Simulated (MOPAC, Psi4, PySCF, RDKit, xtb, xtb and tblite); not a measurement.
Two geometries of C4H8O, SMILES C=CCCO, relaxed at GFN2-xTB with one dihedral held; other torsions can differ between them too.

Structure A

```
13

C     -2.0936     0.1660     0.3252
C     -0.9900     0.6504    -0.2145
C      0.1946    -0.1775    -0.6010
C      1.3543     0.0581     0.3798
O      1.1448    -0.5812     1.6139
H     -2.9162     0.7985     0.6132
H     -2.2272    -0.8918     0.4869
H     -0.8775     1.7167    -0.3649
H     -0.0588    -1.2386    -0.5928
H      0.5257     0.0992    -1.6040
H      2.2768    -0.3725    -0.0166
H      1.5065     1.1384     0.5230
H      0.2820    -0.3111     1.9514
```

Structure B

```
13

C      1.3434     1.9374     0.0189
C      0.8831     0.7139     0.1985
C     -0.2901     0.1401    -0.5337
C     -1.4513    -0.2060     0.4325
O     -1.3259     0.3742     1.7075
H      2.1878     2.3159     0.5691
H      0.9027     2.6117    -0.6987
H      1.3370     0.0582     0.9292
H      0.0148    -0.7650    -1.0615
H     -0.6338     0.8640    -1.2763
H     -1.4753    -1.2814     0.6251
H     -2.4087     0.0786    -0.0266
H     -1.2245     1.3277     1.6067
```

Which is lower in energy at the level DF-MP2 (frozen core)/cc-pVTZ // GFN2-xTB (Psi4), and by how much?

A is lower, by 4.38 kcal/mol (dihedral C2–C3–C4–O5: 75° in A, 15° in B).

E(B) − E(A) in kcal/mol at the other levels, on the same two geometries: GFN2-xTB (xtb and tblite) 3.13; MMFF94 // GFN2-xTB (RDKit) 5.73; PBE/def2-TZVP // GFN2-xTB (Psi4) 4.25; PBE-D3(BJ)/def2-TZVP // GFN2-xTB (Psi4) 4.29; HF/cc-pVTZ // GFN2-xTB (Psi4) 4.46; UFF // GFN2-xTB (RDKit) 4.43; PM3, restricted, heats of formation // GFN2-xTB (MOPAC) 2.61; PM7, restricted, heats of formation // GFN2-xTB (MOPAC) 1.81; GFN1-xTB // GFN2-xTB (xtb) 2.27; restricted B3LYP/6-31G*, spherical d // GFN2-xTB (PySCF) 3.94; restricted Hartree-Fock/LANL2DZ // GFN2-xTB (PySCF) 4.07; restricted B3LYP/LANL2DZ // GFN2-xTB (PySCF) 3.93.
